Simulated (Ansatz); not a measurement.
`C[SiH2][N]([GeH3])C(C)C`, charge 0, multiplicity 1.

Question: Give a relaxed structure at PBE0-D4/def2-TZVP (the Gaussian-basis code of Ansatz). (Estimate.)

Answer: The calculation gave: 
Cartesian coordinates in Å:
```
C -1.611 -2.064 -0.970
Si 0.115 -1.359 -0.843
N 0.351 -0.251 0.462
Ge 1.216 -0.786 1.996
C 0.086 1.189 0.344
C -1.230 1.459 -0.368
C 1.237 1.923 -0.332
H -1.656 -2.807 -1.772
H -1.895 -2.555 -0.036
H -2.350 -1.289 -1.184
H 1.066 -2.485 -0.622
H 0.458 -0.712 -2.144
H 1.067 -2.308 2.129
H 2.714 -0.411 1.979
H 0.542 -0.057 3.176
H -0.014 1.588 1.362
H -2.058 0.962 0.140
H -1.435 2.532 -0.397
H -1.196 1.107 -1.404
H 1.359 1.577 -1.361
H 1.057 3.001 -0.353
H 2.177 1.746 0.196
```
This is one stationary point; other conformers may exist.
